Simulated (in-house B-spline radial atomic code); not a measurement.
Ionisation energies with and without relativity, with size and susceptibility from the Dirac run. Dirac energy differences include first-order Breit, QED and recoil terms. NIST's values go from ground level to ground level; the uncertainty of those that are theory runs from under 0.1 % in few-electron ions to several per cent in heavy many-electron ones. Computed with a radial B-spline atomic code at the basis-set limit: non-relativistic Hartree-Fock and Dirac-Hartree-Fock, averages of the configuration (point nuclei without relativity, finite nuclei with it).

| ion | configuration | configuration after | ionisation non-relativistic (eV) | ionisation Dirac Breit and QED (eV) | tabulated value (eV) | tabulated kind | radius at density 0.001 (bohr) | diamagnetic susceptibility (10⁻⁶ cm³/mol) |
| --- | --- | --- | --- | --- | --- | --- | --- | --- |
| Re5+ | [Xe] 4f14 5d2 | [Xe] 4f14 5d1 | 67.23 | 65.74 | 67 | tabulated theory | 2.957 | -22.373 |
| Os5+ | [Xe] 4f14 5d3 | [Xe] 4f14 5d2 | ? | ? | ? | tabulated theory | ? | ? |
| Ir5+ | [Xe] 4f14 5d4 | [Xe] 4f14 5d3 | 72.89 | 71.26 | 72 | tabulated theory | 2.978 | -23.436 |
| Pt5+ | [Xe] 4f14 5d5 | [Xe] 4f14 5d4 | 75.73 | 74.03 | 75 | tabulated theory | 2.963 | -23.797 |
| Au5+ | [Xe] 4f14 5d6 | [Xe] 4f14 5d5 | 78.58 | 76.81 | 74 | tabulated theory | 2.94 | -24.07 |
| Hg5+ | [Xe] 4f14 5d7 | [Xe] 4f14 5d6 | 81.44 | 79.61 | 76.6 | measured | 2.913 | -24.27 |
| Tl5+ | [Xe] 4f14 5d8 | [Xe] 4f14 5d7 | ? | ? | ? | tabulated theory | ? | ? |
| Pb5+ | [Xe] 4f14 5d9 | [Xe] 4f14 5d8 | 87.20 | 85.22 | 82.9 | tabulated theory | 2.851 | -24.496 |
| Bi5+ | [Xe] 4f14 5d10 | [Xe] 4f14 5d9 | 90.10 | 88.05 | 88.4 | semi-empirical | 2.819 | -24.541 |

(1) Fill in the row of Os5+.

(2) Fill in the row of Tl5+.

## Answers

(1) ionisation non-relativistic (eV): 70.05; ionisation Dirac Breit and QED (eV): 68.49; tabulated value (eV): 70.1; radius at density 0.001 (bohr): 2.979; diamagnetic susceptibility (10⁻⁶ cm³/mol): -22.969.

(2) ionisation non-relativistic (eV): 84.32; ionisation Dirac Breit and QED (eV): 82.41; tabulated value (eV): 80; radius at density 0.001 (bohr): 2.883; diamagnetic susceptibility (10⁻⁶ cm³/mol): -24.409.
